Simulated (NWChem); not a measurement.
All runs are NWChem calculations. System: C$_{2}$H$_{6}$BO$_{2}$, charge 0, spin multiplicity 2, at a geometry optimised with UPBE/def2-SVP. The structure started from a generated list of species. Its SCF solution wasn't tested for a lower state. Level: ULDA (SVWN5)/def2-TZVP.

Output (cleaned and shortened):

```
             Northwest Computational Chemistry Package (NWChem) 7.3.0
             --------------------------------------------------------

                                NWChem Input Module
                                -------------------

 Scaling coordinates for geometry "geometry" by  1.889725989
 (inverse scale =  0.529177249)

                             Geometry "geometry" -> ""
                             -------------------------

 Output coordinates in angstroms (scale by  1.889725989 to convert to a.u.)

  No.       Tag          Charge          X              Y              Z
 ---- ---------------- ---------- -------------- -------------- --------------
    1 C                    6.0000     1.97061400     0.53507200     0.33291900
    2 O                    8.0000     1.32397800    -0.63385300    -0.18519300
    3 B                    5.0000    -0.01475800    -0.73774700    -0.30275500
    4 O                    8.0000    -0.88147500     0.24786700     0.05013900
    5 C                    6.0000    -2.28995200     0.12468400    -0.07936200
    6 H                    1.0000     1.23639800     1.31496500     0.62007600
    7 H                    1.0000     2.57276900     0.25097700     1.22005100
    8 H                    1.0000     2.65598700     0.94092400    -0.43904400
    9 H                    1.0000    -2.76425600     0.24686100     0.91675900
   10 H                    1.0000    -2.67059100     0.92610800    -0.74642300
   11 H                    1.0000    -2.58051500    -0.86175300    -0.49855600

 Effective nuclear repulsion energy (a.u.)     162.8459280247

            Nuclear Dipole moment (a.u.)
            ----------------------------
        X                 Y               Z
 ---------------- ---------------- ----------------
    -0.0000037795    -0.0000094486    -0.0000037795


 Summary of "ao basis" -> "" (spherical)
 ------------------------------------------------------------------------------
       Tag                 Description            Shells   Functions and Types
 ---------------- ------------------------------  ------  ---------------------
 *                         def2-tzvp                  on all atoms

                                 NWChem DFT Module
                                 -----------------

 Summary of "ao basis" -> "ao basis" (spherical)
 ------------------------------------------------------------------------------
       Tag                 Description            Shells   Functions and Types
 ---------------- ------------------------------  ------  ---------------------
 C                         def2-tzvp                11       31   5s3p2d1f
 O                         def2-tzvp                11       31   5s3p2d1f
 B                         def2-tzvp                11       31   5s3p2d1f
 H                         def2-tzvp                 4        6   3s1p

 Summary of "ao basis" -> "ao basis" (spherical)
 ------------------------------------------------------------------------------
       Tag                 Description            Shells   Functions and Types
 ---------------- ------------------------------  ------  ---------------------
 C                         def2-tzvp                11       31   5s3p2d1f
 O                         def2-tzvp                11       31   5s3p2d1f
 B                         def2-tzvp                11       31   5s3p2d1f
 H                         def2-tzvp                 4        6   3s1p

            General Information
            -------------------
          SCF calculation type: DFT
          Wavefunction type:  spin polarized.
          No. of atoms     :    11
          No. of electrons :    39
           Alpha electrons :    20
            Beta electrons :    19
          Charge           :     0
          Spin multiplicity:     2
          Use of symmetry is: off; symmetry adaption is: off
          Maximum number of iterations: 100
          AO basis - number of functions:   191
                     number of shells:    79
          Convergence on energy requested:  1.00D-06
          Convergence on density requested:  1.00D-05
          Convergence on gradient requested:  5.00D-04

              XC Information
[...]
  ----- ------------  ---------------      ----- ------------  ---------------
    76      0.584361   3 B  pz               73      0.359987   3 B  pz
    70      0.326118   3 B  pz              107     -0.273400   4 O  pz
   164      0.253987   7 H  s               170     -0.247375   8 H  s
    75     -0.234807   3 B  py               45     -0.219253   2 O  pz
   101     -0.183148   4 O  pz               39     -0.182183   2 O  pz

 Vector   22  Occ=0.000000D+00  E= 1.896727D-02
              MO Center=  7.0D-01,  6.7D-01,  3.1D-01, r^2= 8.0D+00
   Bfn.  Coefficient  Atom+Function         Bfn.  Coefficient  Atom+Function
  ----- ------------  ---------------      ----- ------------  ---------------
     5      2.950218   1 C  s               129      1.210703   5 C  s
   170     -1.111660   8 H  s               164     -1.102671   7 H  s
    67     -1.067647   3 B  s               158     -1.061936   6 H  s
   176     -0.634284   9 H  s               182     -0.633070  10 H  s
    75     -0.489540   3 B  py              136     -0.446376   5 C  px

   alpha - beta orbital overlaps
   -----------------------------

   alpha      1      2      3      4      5      6      7      8      9     10
    beta      1      2      3      4      5      6      7      8      9     10
 overlap   1.000  1.000  1.000  1.000  1.000  0.999  0.999  0.996  0.996  0.999

   alpha     11     12     13     14     15     16     17     18     19     20
    beta     11     12     13     14     15     16     17     18     19     20
 overlap   1.000  0.997  0.999  1.000  1.000  0.975  0.988  0.987  1.000  0.985

   alpha     21     22     23     24     25     26     27     28     29     30
    beta     21     22     23     24     25     27     26     28     29     30
 overlap   0.994  0.986  0.991  0.962  0.963  0.961  0.996  0.994  0.993  0.962

   alpha     31     32     33     34     35     36     37     38     39     40
    beta     31     32     33     34     35     36     37     38     39     40
 overlap   0.993  0.995  0.979  0.999  0.970  0.981  0.999  0.994  0.991  0.989

   alpha     41     42     43     44     45     46     47     48     49     50
    beta     41     42     43     45     44     46     47     48     49     51
 overlap   0.964  0.983  0.926  0.939  0.964  0.994  0.996  0.960  0.974  0.770

   alpha     51     52     53     54     55     56     57     58     59     60
    beta     52     50     53     54     55     56     57     58     59     61
 overlap   0.939  0.781  0.972  0.998  0.998  0.985  0.974  0.987  0.982  0.823

   alpha     61     62     63     64     65     66     67     68     69     70
    beta     60     62     63     65     64     66     67     68     69     70
 overlap   0.863  0.986  0.911  0.875  0.822  0.914  0.984  0.999  0.998  0.997

   alpha     71     72     73     74     75     76     77     78     79     80
    beta     71     72     73     74     75     76     77     78     79     80
 overlap   0.998  0.999  0.997  0.996  0.997  1.000  0.977  0.908  0.909  0.968

   alpha     81     82     83     84     85     86     87     88     89     90
    beta     81     82     83     84     85     86     87     89     88     90
 overlap   0.992  0.982  0.999  0.980  0.984  0.995  0.998  0.941  0.941  0.996

   alpha     91     92     93     94     95     96     97     98     99    100
    beta     91     92     93     95     94     96     97     99     98    100
 overlap   0.997  0.994  0.989  0.934  0.991  0.944  0.988  0.951  0.962  0.825

   alpha    101    102    103    104    105    106    107    108    109    110
    beta    102    101    103    104    105    106    107    108    109    110
 overlap   0.609  0.769  0.985  0.969  0.986  0.990  0.994  0.990  0.852  0.851

   alpha    111    112    113    114    115    116    117    118    119    120
    beta    111    112    113    114    115    116    117    118    119    120
 overlap   0.993  0.999  0.998  0.991  0.934  0.932  0.999  1.000  0.901  0.891

   alpha    121    122    123    124    125    126    127    128    129    130
    beta    121    122    123    124    125    126    127    128    129    130
 overlap   0.985  0.996  0.996  0.987  0.999  0.989  0.996  1.000  1.000  0.998

   alpha    131    132    133    134    135    136    137    138    139    140
    beta    131    132    133    134    135    136    137    138    139    141
 overlap   0.999  0.999  1.000  0.988  0.987  0.999  1.000  0.999  1.000  0.998

   alpha    141    142    143    144    145    146    147    148    149    150
    beta    140    142    143    144    145    146    147    148    149    150
 overlap   0.999  1.000  1.000  0.999  1.000  0.996  0.998  0.998  1.000  1.000

   alpha    151    152    153    154    155    156    157    158    159    160
    beta    151    152    153    154    155    156    157    158    159    160
 overlap   1.000  1.000  1.000  1.000  1.000  1.000  1.000  1.000  1.000  1.000

   alpha    161    162    163    164    165    166    167    168    169    170
    beta    161    162    163    164    165    166    167    168    169    170
 overlap   1.000  1.000  1.000  1.000  1.000  1.000  1.000  0.999  0.999  1.000

------------------------------------------------------------
EAF file 0: "./mol.aoints.0" size=524288 bytes
------------------------------------------------------------
               write      read    awrite     aread      wait
               -----      ----    ------     -----      ----
     calls:        1        10         0         0         0
   data(b): 5.24e+05  5.24e+06  0.00e+00  0.00e+00
   time(s): 0.00e+00  0.00e+00  0.00e+00  0.00e+00  0.00e+00
rate(mb/s): 0.00e+00  0.00e+00
------------------------------------------------------------

   alpha    171    172    173    174    175    176    177    178    179    180
    beta    171    172    173    174    175    176    177    178    179    180
 overlap   1.000  1.000  1.000  1.000  1.000  1.000  1.000  1.000  0.999  0.999

   alpha    181    182    183    184    185    186    187    188    189    190
    beta    181    182    183    184    185    186    187    188    189    190
 overlap   1.000  1.000  1.000  1.000  1.000  1.000  1.000  1.000  1.000  1.000

   alpha    191
    beta    191
 overlap   1.000

     --------------------------
     Expectation value of S2:
     --------------------------
      <S2> =      0.7523 (Exact =     0.7500)

 center of mass
 --------------
 x =   0.03934685 y =  -0.09154710 z =  -0.03542574

 moments of inertia (a.u.)
 ------------------
          99.786987783949          12.958092399827         -32.193015733567
          12.958092399827         691.367637982044         -25.591371790306
         -32.193015733567         -25.591371790306         743.168056538812

     Multipole analysis of the density
     ---------------------------------

     L   x y z        total         alpha         beta         nuclear
     -   - - -        -----         -----         ----         -------
     0   0 0 0      0.000000    -20.000000    -19.000000     39.000000

     1   1 0 0     -0.309161      0.058933     -0.368090     -0.000004
     1   0 1 0      0.627611      1.410818     -0.783198     -0.000009
     1   0 0 1      0.240976      0.581095     -0.340115     -0.000004

     2   2 0 0    -18.481405   -209.696916   -207.450706    398.666217
     2   1 1 0      1.502189     -0.006085      1.347568      0.160705
     2   1 0 1      0.866209    -10.964438    -10.378583     22.209230
     2   0 2 0    -24.848224    -38.475322    -31.285458     44.912556
     2   0 1 1     -0.744742     -8.388779     -6.061284     13.705320
     2   0 0 2    -23.072894    -22.098535    -19.427895     18.453535

 Task  times  cpu:       50.4s     wall:       50.4s

 Total times  cpu:       50.4s     wall:       50.4s
```

**Question.** Write an NWChem input that would produce this output.

**Answer.** Several could match; the one computed here: 
```
start mol
memory heap 200 mb stack 900 mb global 1100 mb
geometry units angstroms nocenter noautoz noautosym
  C      1.970614     0.535072     0.332919
  O      1.323978    -0.633853    -0.185193
  B     -0.014758    -0.737747    -0.302755
  O     -0.881475     0.247867     0.050139
  C     -2.289952     0.124684    -0.079362
  H      1.236398     1.314965     0.620076
  H      2.572769     0.250977     1.220051
  H      2.655987     0.940924    -0.439044
  H     -2.764256     0.246861     0.916759
  H     -2.670591     0.926108    -0.746423
  H     -2.580515    -0.861753    -0.498556
end
basis spherical
  * library def2-tzvp
end
dft
  xc slater vwn_5
  odft
  mult 2
  semidirect memsize 60000000 filesize 0
  iterations 100
end
task dft energy
```
